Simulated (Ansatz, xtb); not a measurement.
Relative energy of two isomers of C8H7F

Structure X is `C=Cc1ccccc1F`, a singlet and structure Y is `C=Cc1ccc(F)cc1`, a singlet. Both are isolated molecules in the gas phase, relaxed with B3LYP/def2-SVP; the shapes shown needn't be the lowest conformers.

X (Å):

```xyz
16

C    -1.3182    2.2865   -1.1393
C    -2.0127    1.2754   -1.6824
C    -1.8843   -0.1564   -1.3651
C    -0.9774   -0.6777   -0.4200
C    -0.8974   -2.0440   -0.1576
C    -1.7300   -2.9405   -0.8393
C    -2.6400   -2.4603   -1.7822
C    -2.7011   -1.0911   -2.0266
F    -3.5853   -0.6499   -2.9393
H    -0.5542    2.1374   -0.3710
H    -1.4977    3.3175   -1.4536
H    -2.7611    1.5086   -2.4445
H    -0.3214    0.0090    0.1190
H    -0.1827   -2.4137    0.5814
H    -1.6715   -4.0128   -0.6377
H    -3.3064   -3.1253   -2.3350
```

Y (Å):

```yaml
atoms:
  - { symbol: C, position_ang: [-2.1063, 2.3002, 0.8412] }
  - { symbol: C, position_ang: [-1.0783, 1.5256, 0.4639] }
  - { symbol: C, position_ang: [-1.0707, 0.4778, -0.5719] }
  - { symbol: C, position_ang: [0.1194, -0.2332, -0.8194] }
  - { symbol: C, position_ang: [0.1869, -1.2362, -1.7879] }
  - { symbol: C, position_ang: [-0.9566, -1.5343, -2.5231] }
  - { symbol: C, position_ang: [-2.1562, -0.8540, -2.3099] }
  - { symbol: C, position_ang: [-2.2056, 0.1438, -1.3396] }
  - { symbol: F, position_ang: [-0.9069, -2.4953, -3.4569] }
  - { symbol: H, position_ang: [-1.9842, 3.0465, 1.6297] }
  - { symbol: H, position_ang: [-3.1000, 2.2252, 0.3906] }
  - { symbol: H, position_ang: [-0.1166, 1.6674, 0.9710] }
  - { symbol: H, position_ang: [1.0140, 0.0064, -0.2381] }
  - { symbol: H, position_ang: [1.1091, -1.7878, -1.9803] }
  - { symbol: H, position_ang: [-3.0324, -1.1158, -2.9065] }
  - { symbol: H, position_ang: [-3.1472, 0.6726, -1.1779] }
```

Quicker runs give these differences E(Y) − E(X): GFN2-xTB −2.50 kJ/mol; HF/STO-3G +0.50 kJ/mol (at GFN2-xTB geometries); r2SCAN-D4/def2-SVP +1.66 kJ/mol (at GFN2-xTB geometries).

Question: Estimate which is lower in electronic energy at CCSD(T)/def2-SVP + ΔMP2/def2-TZVPP, and by roughly how much.

Answer: CCSD(T)/def2-SVP + ΔMP2/def2-TZVPP gives E(Y) − E(X) = −0.74 kJ/mol, slightly favouring structure Y, which is too small a margin to settle the true order.

Level by level:

| level | geometry | E(Y) − E(X) (kJ/mol) | departure from the last row (kJ/mol) | job, with rough time for the two |
| --- | --- | --- | --- | --- |
| GFN2-xTB | GFN2-xTB | −2.50 | −1.76 | optimisation, 0.19 s |
| HF/STO-3G | GFN2-xTB | +0.50 | +1.24 | single point, 0.66 s |
| r2SCAN-D4/def2-SVP | GFN2-xTB | +1.66 | +2.40 | single point, 5.1 s |
| B3LYP/def2-SVP | B3LYP/def2-SVP | +0.78 | +1.52 | optimisation, 40 s |
| HF/def2-SVP | B3LYP/def2-SVP | +0.16 | +0.90 | part of the CCSD(T) run |
| MP2/def2-SVP | B3LYP/def2-SVP | +1.28 | +2.02 | part of the CCSD(T) run |
| CCSD(T)/def2-SVP | B3LYP/def2-SVP | +1.71 | +2.44 | single point |
| CCSD(T)/def2-SVP + ΔMP2/def2-TZVPP | B3LYP/def2-SVP | −0.74 |  | single point, 2 min |

As drawn, both hold the same kinds of bond in the same numbers.

The largest departure from CCSD(T)/def2-SVP + ΔMP2/def2-TZVPP is that of CCSD(T)/def2-SVP, 2.44 kJ/mol. A small imaginary or near-zero mode remains, so no thermal terms are given. The last row adds to CCSD(T) the change of the MP2 difference between the two basis sets, here −2.44 kJ/mol.

The correlated steps freeze 9 core orbitals. Run with Ansatz 0.2.0, xtb 6.7.1; the last row on 2 threads of Intel(R) Xeon(R) 6975P-C (Granite Rapids) on a shared host.
